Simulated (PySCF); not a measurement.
**Rh (rhodium, neutral): UHF calculation**

Configuration: [Kr] 4d7 5s1 6s1, high-spin 6F determinant (an excited configuration). Calculation: PySCF 2.14, in aug-cc-pVDZ-PP with ECP28MDF (5s5p4d2f, 54 functions); a scalar-relativistic core potential.

```json
{
  "Total energy": "-109.189922 hartree",
  "One-electron energy": "-188.7176 hartree",
  "Hartree (Coulomb) energy": "89.9730 hartree",
  "Exchange energy": "-10.4453 hartree",
  "⟨S²⟩": "8.7530",
  "⟨L²⟩": "12.042",
  "Sum of ⟨r⟩": "30.48 bohr",
  "Sum of ⟨r²⟩": "118.5 bohr²"
}
```

```tsv
shell	electrons	mean orbital energy (hartree)	spread (hartree)	rms radius, mean of both spins (bohr)
4s α	1	-4.14050	0	1.05
4s β	1	-3.92178	0	1.05
4p α	3	-2.78101	0	1.16
4p β	3	-2.51801	0	1.16
4d α	5	-0.77185	0.04099	1.60
4d β	2	-0.66676	0	1.60
5s α	1	-0.42490	0	3.23
6s α	1	-0.08527	0	8.94
```

Energies and moments cover only the electrons outside the core potential. The outer electron is Rydberg-like, and this basis confines it to a smaller radius and binds it less than a complete one would.
